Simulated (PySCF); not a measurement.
Job for PySCF: R-HF/STO-3G on H3NSi (SMILES N[SiH]), a point of a bond scan (R = 1.009 Å).

```python
from pyscf import gto, scf, dft, mp
from pyscf.data.elements import chemcore

mol = gto.M(
    atom='''
    Si   -0.24474767    0.39103857    0.50999719
    H    -0.58600086    1.47385990   -0.51531157
    N     0.39778231   -0.68955254   -0.65444502
    H     0.46313720   -0.52839300   -1.64843432
    H     0.76485489   -1.59313906   -0.39509969
    ''',
    basis='sto-3g',
    charge=0, spin=0, verbose=3, max_memory=1800)
mf = scf.RHF(mol)
mf.conv_tol = 1e-8
mf.max_cycle = 100
mf.kernel()
if not mf.converged:
    mf = mf.newton().run(mf.mo_coeff, mf.mo_occ)
```

Q: Give the final energy of this run.

A: -341.0422 hartree.
